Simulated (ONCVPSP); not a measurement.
## What one change does to a pseudopotential (B, ONCV)

- Element: boron (B)
- Generator: ONCVPSP 4.0.1
- Type: optimised norm-conserving Vanderbilt (ONCV)
- Functional: LDA (Perdew-Wang 92)
- Relativity: scalar-relativistic
- Frozen core: [He]
- Valence charge: 3
- Reference configuration: 2s2 2p0.5 (charge +0.5)
- Partial waves: 2s: rc 1.15 bohr, ncon 5, nbas 9, qcut 5.9 1/bohr, 1 projector; 2p: rc 1.90 bohr, ncon 3, nbas 7, qcut 3.8 1/bohr, 2 projectors, debl 1.8 Ha; d scattering state at 0.27 Ha: rc 1.95 bohr, ncon 3, nbas 7, qcut 4.9 1/bohr, 3 projectors, debl 2.3 Ha
- Local potential: polynomial inside 0.75 bohr (lpopt 5, dvloc0 0 Ha)
- Core correction: polynomial model core, fcfact 0.2

All-electron outer shells of the reference configuration (LDA (PZ), scalar-relativistic, ld1.x):

```
shell  level (eV)  outermost node (bohr)  outermost maximum (bohr)
   1s     -184.52                      –                      0.21
   2s      -14.06                   0.46                      1.48
   2p       -8.20                      –                      1.48
```

Change: all radii but the core radius scaled by about 1.06 (s 1.22, p 2.00, d 2.06 bohr); local potential polynomial inside 0.78 bohr (lpopt 5, dvloc0 0 Ha).

Cutoffs: the cutoffs (Ha) at which the residual kinetic energy of the hardest occupied pseudo-wave falls to 1 and 0.1 mHa per electron; they do not see the model core or the augmentation charge, which bear on the density cutoff. Errors are all-electron minus pseudo energies relative to the spin-unpolarised reference configuration.

Task: Predict the effect on cutoff, ghosts and configuration errors.

Result: The potential gets softer (22 Ha and 125 Ha → 14 Ha and 42 Ha); of the 4 tests that both files solve, the error grows in 1 and shrinks in 0 by more than 15 % and 0.3 meV (median size 25.1 → 26.3 meV); neither file shows a bound ghost. A larger radius leaves more room for a smooth pseudo-wave, so fewer plane waves are needed.

```csv
quantity,base,changed
"cutoff, loose",22 Ha,14 Ha
"cutoff, tight",125 Ha,42 Ha
loose cutoff by channel,"s 12 Ha, p 22 Ha","s 12 Ha, p 14 Ha"
bound ghosts,none,none
GHOST(+) flags under 300 eV,none,none
"error for 2s2 2p1, meV [ΔE -2.94 eV]",+7.6,+8.7
"error for 2s2 2p0, meV [ΔE 5.38 eV]",+15,+18
"error for 2s1 2p0, meV [ΔE 30.68 eV]",+93,+104
"error for 2s0 2p3, meV [ΔE 8.46 eV]",+35,+34
"rms error of d²Exc/dni dnj with the model core, mHa",1.87,1.89
```
